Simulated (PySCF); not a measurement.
# Excitation energy of Sb(2+) by level of theory

Sb(2+) [Kr] 4d10 5s2 5p1 (2P) → Sb(2+) [Kr] 4d10 5s1 5p2 (4P), as a difference of total energies. Calculation: PySCF 2.14, in x2c-TZVPPall with one added diffuse shell each of s, p, d, f type (9s7p5d3f, 76 functions); scalar relativity by spin-free X2C-1e. Correlated levels: valence: [Kr] 4d10 frozen; valence and next inner shell: [Ar] 3d10 frozen. The calculations carry no spin-orbit coupling.

| method | excitation energy (cm⁻¹) |
| --- | --- |
| UHF | 45222 |
| LDA | 64122 |
| PBE | 61953 |
| PBE0 | 58660 |
| r2SCAN | 56462 |
| wB97X-V | 60312 |
| TPSS | 59811 |
| CAM-B3LYP | 61564 |
| wB97X | 64171 |
| MP2 (valence) | 51001 |
| SCS-MP2 (valence) | 53117 |
| MP2 (valence and next inner shell) | 57559 |
| SCS-MP2 (valence and next inner shell) | 58691 |

A first-order spin-orbit estimate (lowest level to lowest level, LS coupling) adds 0.050 eV.
